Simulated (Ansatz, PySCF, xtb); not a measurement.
Potential energy surface of F2S, singlet: symmetric bend, bond length relaxed. Scanned: F-S-F angle. Other coordinates (S-F bond length) were minimised at B3LYP/def2-TZVP.

Cartesian coordinates as functions of the variables (Å; names that start with a are angles):
```
S  0  0  0
F  r*sin(a/2)  0  r*cos(a/2)
F  -r*sin(a/2)  0  r*cos(a/2)
```

Methods: CCSDT/cc-pVDZ = CCSDT on RHF/cc-pVDZ, frozen core (Ansatz, an electronic-structure program); GFN1-xTB (xtb); RKS-BP86/6-31G* = restricted BP86/6-31G*, spherical d in PySCF; RHF/3-21G = PySCF with restricted Hartree-Fock/3-21G; RKS-B3LYP/LANL2DZ = restricted B3LYP/LANL2DZ, with its core potentials past Ne (PySCF); CCSD(T)/aug-cc-pVQZ = Ansatz with CCSD(T) on RHF/aug-cc-pVQZ, frozen core.

Energies in kcal/mol, each method relative to its own lowest point.

```csv
a / °,CCSDT/cc-pVDZ,GFN1-xTB,RKS-BP86/6-31G*,RHF/3-21G,RKS-B3LYP/LANL2DZ,CCSD(T)/aug-cc-pVQZ
180,—,39.0,—,0.0,—,57.4
167,49.9,36.9,—,5.6,—,53.7
157,43.1,30.7,—,18.0,—,46.4
147,33.9,23.4,28.2,38.0,26.3,36.8
137,24.1,16.0,19.3,65.9,17.9,26.5
127,14.7,9.5,11.0,101.3,10.7,16.5
117,6.8,4.2,4.4,142.2,5.0,8.0
107,1.5,0.7,0.5,185.0,1.2,2.0
97,0.0,0.0,0.0,224.2,0.0,0.0
87,3.8,3.4,4.4,252.6,2.0,3.8
80,10.8,9.6,11.6,263.2,6.0,11.7
```

A dash means that the run gave no value there, or that the column was ended at a point which the program doubted or which failed a test of continuity chosen for this set; such a test can also cut sound points.
